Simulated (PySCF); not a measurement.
Electron correlation in F⁺ (fluorine, charge +1)

[He] 2s1 2p5, high-spin 3P determinant (an excited configuration). Calculation: PySCF 2.14, in x2c-TZVPPall (5s3p2d1f, 31 functions); the spin-free X2C one-electron Hamiltonian (Gaussian nucleus). Frozen: 1s2; 6 electrons correlated.

| level | correlation energy (mhartree) |
| --- | --- |
| CCSD | -199.49 |
| (T) | -4.00 |
| CCSD(T) | -203.49 |
| CCSDT | -203.94 |

Diagnostics: T1 = 0.0061, D1 = 0.0131, largest double amplitude 0.056.

Task: Is a single reference adequate?

Result: Yes: T1 lies below 0.03 and no double amplitude reaches 0.07.
